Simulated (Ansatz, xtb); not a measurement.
**Relative energy of two isomers of BrGeH7Si2**

We compare I, `[SiH3][GeH2][SiH2]Br`, a singlet, with II, `[SiH3][GeH]([SiH3])[Br]`, a singlet. Both are isolated molecules in the gas phase, relaxed with B3LYP/def2-SVP, each in the lowest conformer that the search found.

Task: Estimate which is lower in electronic energy at CCSD(T)/def2-SVP + ΔMP2/def2-TZVPP, and by roughly how much.

Result: Not settled: CCSD(T)/def2-SVP + ΔMP2/def2-TZVPP gives E(II) − E(I) = +1.29 kcal/mol, but this leans on the basis-set step: CCSD(T) alone gives +0.86 kcal/mol.

Level by level:

```tsv
level	geometry	E(II) − E(I) (kcal/mol)	departure from the last row (kcal/mol)	job, with rough time for the two
GFN2-xTB	GFN2-xTB	−7.84	−9.13	optimisation, 0.22 s
HF/STO-3G	GFN2-xTB	+5.47	+4.18	single point, 0.62 s
r2SCAN-D4/def2-SVP	GFN2-xTB	+1.44	+0.15	single point, 3.1 s
B3LYP/def2-SVP	B3LYP/def2-SVP	+0.37	−0.93	optimisation, 42 s
HF/def2-SVP	B3LYP/def2-SVP	+0.12	−1.17	part of the CCSD(T) run
MP2/def2-SVP	B3LYP/def2-SVP	+1.11	−0.18	part of the CCSD(T) run
CCSD(T)/def2-SVP	B3LYP/def2-SVP	+0.86	−0.43	single point
CCSD(T)/def2-SVP + ΔMP2/def2-TZVPP	B3LYP/def2-SVP	+1.29		single point, 44 s
```

As drawn, II has 1 Br–Ge, 1 Si–H in place of 1 Br–Si, 1 Ge–H.

GFN2-xTB puts the two in the other order. B3LYP/def2-SVP, HF/def2-SVP find them nearly level. The largest departure from CCSD(T)/def2-SVP + ΔMP2/def2-TZVPP is that of GFN2-xTB, 9.13 kcal/mol. A small imaginary or near-zero mode remains, so no thermal terms are given. The last row adds to CCSD(T) the change of the MP2 difference between the two basis sets, here +0.43 kcal/mol.

The correlated steps freeze 28 core orbitals; the filled d shell of Br and Ge is correlated, in a basis made for valence electrons. Programs: Ansatz 0.2.0, xtb 6.7.1; the last row on 2 threads of Intel(R) Xeon(R) 6975P-C (Granite Rapids) on a shared host.
